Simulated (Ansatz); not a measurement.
`[CH3][Nb](=[NH])([NH2])[F]` + H–F → `[CH3][Nb](=[NH])([F])[F]` + NH₃ at 700 K and 1 bar (ligand exchange at the Nb–N bond).

Computed with Ansatz on PBE0-D4/def2-TZVP structures; ΔE is electronic, products minus reactants. CCSD(T)/CBS adds triple-zeta CCSD(T) − MP2 to the extrapolated MP2 energy (def2 sets, frozen cores). This one scheme is used for every species. Elements past krypton have def2 core potentials. For Nb outer-core shells are correlated without core-valence functions, which leaves a few kJ/mol of doubt a bond. One conformer a species, not always the lowest.

```json
{"species": "`[CH3][Nb](=[NH])([NH2])[F]`", "CCSD(T)/CBS energy (Eh)": "-307.89909", "H − E (kJ/mol)": "289.3", "S (J/(mol·K))": "502.8"}
{"species": "H–F", "CCSD(T)/CBS energy (Eh)": "-100.39570", "H − E (kJ/mol)": "45.2", "S (J/(mol·K))": "198.5"}
{"species": "`[CH3][Nb](=[NH])([F])[F]`", "CCSD(T)/CBS energy (Eh)": "-351.81367", "H − E (kJ/mol)": "217.2", "S (J/(mol·K))": "474.4"}
{"species": "NH₃", "CCSD(T)/CBS energy (Eh)": "-56.50880", "H − E (kJ/mol)": "116.9", "S (J/(mol·K))": "226.5"}
```

H − E and S are ideal-gas, rigid-rotor, harmonic terms from PBE0-D4/def2-TZVP, for one conformer and one mirror image of each species. 1 Eh = 2625.50 kJ/mol, R = 8.31446 J/(mol·K).

Question: By hand: ΔE, ΔH, ΔS and ΔG.

Answer: ΔE = (-351.81367) + (-56.50880) − (-307.89909) − (-100.39570) = -0.02768 Eh = -72.7 kJ/mol. Δ(H − E) = 217.2 + 116.9 − 289.3 − 45.2 = -0.4, so ΔH = -73.1 kJ/mol. ΔS = 474.4 + 226.5 − 502.8 − 198.5 = -0.4 J/(mol·K). ΔG = -73.1 − 700 × (-0.4)/1000 = -72.8 kJ/mol.

Question: By hand: the equilibrium constant, and the temperature at which ΔG would vanish if ΔH and ΔS stayed fixed.

Answer: log₁₀ K = −ΔG/(RT ln 10) = 5.4. ΔG = 0 at ΔH/ΔS = 182750 K, far beyond where these terms or the molecules hold.

The number of gas molecules stays the same, so ΔS is small and ΔH decides. A doubt of 5 kJ/mol in ΔE shifts log₁₀ K by 0.4 here. Other conformers and mirror images would add mixing entropy, several J/(mol·K) or more a flexible species. These are equilibria of isolated gas molecules and say nothing of rates. Largest T1 diagnostic: 0.020 (customary marks: 0.02 for closed shells, 0.045 for open ones).
